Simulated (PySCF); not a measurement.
`C=C[C@H]1[C@H](C)C[P@@H]1=S`, C₆H₁₁PS

Molfile (atoms numbered from 1):
```
C6H11PS
     RDKit          3D

 19 19  0  0  0  0  0  0  0  0999 V2000
    0.2696   -2.8450    0.4445 C   0  0  0  0  0  0  0  0  0  0  0  0
    0.3078   -1.5756    0.8120 C   0  0  0  0  0  0  0  0  0  0  0  0
    0.2887   -0.4352   -0.1310 C   0  0  1  0  0  0  0  0  0  0  0  0
   -0.5617    0.8064    0.2386 C   0  0  2  0  0  0  0  0  0  0  0  0
   -1.9600    0.8136   -0.3496 C   0  0  0  0  0  0  0  0  0  0  0  0
    0.3958    1.8838   -0.3147 C   0  0  0  0  0  0  0  0  0  0  0  0
    1.7981    0.6753   -0.2448 P   0  0  2  0  0  5  0  0  0  0  0  0
    3.1906    0.5246   -1.5690 S   0  0  0  0  0  0  0  0  0  0  0  0
    0.3083   -3.6455    1.1629 H   0  0  0  0  0  0  0  0  0  0  0  0
    0.2059   -3.1325   -0.5922 H   0  0  0  0  0  0  0  0  0  0  0  0
    0.3759   -1.3115    1.8605 H   0  0  0  0  0  0  0  0  0  0  0  0
    0.0614   -0.7722   -1.1493 H   0  0  0  0  0  0  0  0  0  0  0  0
   -0.6220    0.8905    1.3270 H   0  0  0  0  0  0  0  0  0  0  0  0
   -2.5349   -0.0254    0.0370 H   0  0  0  0  0  0  0  0  0  0  0  0
   -1.9199    0.7339   -1.4340 H   0  0  0  0  0  0  0  0  0  0  0  0
   -2.4764    1.7354   -0.0900 H   0  0  0  0  0  0  0  0  0  0  0  0
    0.4733    2.8095    0.2524 H   0  0  0  0  0  0  0  0  0  0  0  0
    0.1788    2.1213   -1.3590 H   0  0  0  0  0  0  0  0  0  0  0  0
    2.2108    0.7576    1.0915 H   0  0  0  0  0  0  0  0  0  0  0  0
  1  2  2  0
  2  3  1  0
  3  4  1  0
  4  5  1  0
  4  6  1  0
  6  7  1  0
  7  8  2  0
  7  3  1  0
  1  9  1  0
  1 10  1  0
  2 11  1  0
  3 12  1  6
  4 13  1  1
  5 14  1  0
  5 15  1  0
  5 16  1  0
  6 17  1  0
  6 18  1  0
  7 19  1  1
M  END
```

Theory: PySCF, TDDFT B3LYP/def2-SVPD circular dichroism and optical rotation, one conformer, gas phase. Geometry: GFN2-xTB.

The molecule is flexible and this is one conformer; a measurement averages over conformers. States above about 6.3 eV (minus the energy of the highest occupied orbital) lie near or above the ionisation threshold and depend on the basis.

Question: Draw the ECD and absorption spectra from the lowest 16 states, each a Gaussian of half-width 0.2 eV at 1/e height.

Answer: 
```csv
E (eV),λ (nm),Δε (L mol⁻¹ cm⁻¹),ε (L mol⁻¹ cm⁻¹)
4.37,284,-0.01,2.03
4.47,277,-0.11,23.5
4.57,271,-0.69,178
4.67,265,-2.64,881
4.77,260,-6.44,2820
4.87,255,-10.14,5770
4.97,249,-10.43,7400
5.07,244,-6.88,5900
5.17,240,-2.45,2940
5.27,235,+0.58,1060
5.37,231,+1.43,656
5.47,227,-0.15,986
5.57,223,-1.37,1790
5.67,219,+4.14,3920
5.77,215,+18.17,8130
5.87,211,+30.77,12100
5.97,208,+29.60,11800
6.07,204,+16.53,8010
6.17,201,+3.90,4560
6.27,198,-2.39,3500
6.37,195,-5.27,5010
6.47,192,-9.78,9340
6.57,189,-17.94,16800
```
Δε uses R in velocity form, ε uses f in length form. Only the states computed contribute, so the short-wavelength end is incomplete.

The sign of the CD band at 209 nm isn't settled: the length form gives the opposite one.
